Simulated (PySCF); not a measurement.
C7H10OSi.
Z-matrix (Å and degrees, PBE0-D3(BJ)/def2-SVP geometry), rows numbered from 1:
```
Si
O   1  1.6841
C   2  1.3450  1  125.04
C   3  1.3585  2  131.07  1     0.68
C   4  1.4608  3  107.62  2  -179.94
C   5  1.3544  4  110.22  3     0.01
C   6  1.4758  5  108.00  4    -0.03
C   7  1.5192  3  120.21  2    34.13
C   8  1.4790  7   60.88  3  -108.89
H   1  1.4921  2  110.12  3   -60.95
H   1  1.4921  2  109.99  3    59.84
H   1  1.4856  2  105.09  3   179.46
H   4  1.0907  3  126.93  2     0.08
H   5  1.0911  4  123.96  3  -179.98
H   6  1.0898  5  127.61  4  -179.97
H   8  1.0930  7  115.62  9   109.35
H   8  1.0924  7  116.42  9  -110.23
H   9  1.0924  7  116.40  8   110.23
H   9  1.0929  7  115.60  8  -109.36
```

Linear response at PBE0/def2-SVPD (PySCF, frozen core in the response, non-relativistic).

Static isotropic polarisability: 109.17 au (16.18 Å³), principal values 82.1, 119.9, 125.5 au.

Q: What is the polarisability at 1064 nm and at the sodium D line?

A: 110.45 au at 1064 nm (+1.2 %), 113.66 au at 589.3 nm (+4.1 %). The rise at 589.3 nm is 3.50 times that at 1064 nm; a pure ω² law gives 3.26. The lowest singlet lies at 275 nm, shorter than both wavelengths.

Q: What is the isotropic C6 coefficient between two such molecules, C6 = (3/π)∫α(iω)² dω?

A: 4501 au (Eh·bohr⁶) by a ten-point quadrature over imaginary frequencies, which is 2690 eV·Å⁶ or 259 J·nm⁶/mol.

Q: Which effective excitation energy ω̄ makes London's formula C6 = (3/4)α²ω̄ exact here?

A: ω̄ = 4·C6/(3α²) = 0.504 Eh = 13.7 eV. A one-pole form α(ω) = α/(1 − ω²/ω̄²) fitted to the 1064 nm value gives 10.8 eV.

Q: How anisotropic is the static polarisability, by Δα² = ½[(α1 − α2)² + (α2 − α3)² + (α3 − α1)²]?

A: Δα = 40.9 au, or 0.37 of the isotropic value.

Q: What molar refraction at the D line follows from R = (4π/3)·N_A·α′, with α′ the polarisability volume?

A: α′ = 16.84 Å³ gives R = 42.49 cm³/mol, for isolated, non-vibrating species.

Q: The lowest 6 singlets have (eV, f): 4.50, 0.106; 4.74, 0.000; 5.49, 0.001; 5.85, 0.002; 5.96, 0.010; 6.11, 0.045. What share of the static polarisability do they carry in the sum over states α = Σ f/ω²?

A: 5.03 au, 4.6 % of α; the largest term, 3.86 au, is that of the state at 4.50 eV. Their oscillator strengths add up to 0.16. Higher states carry the rest.

One conformer stands for the species.
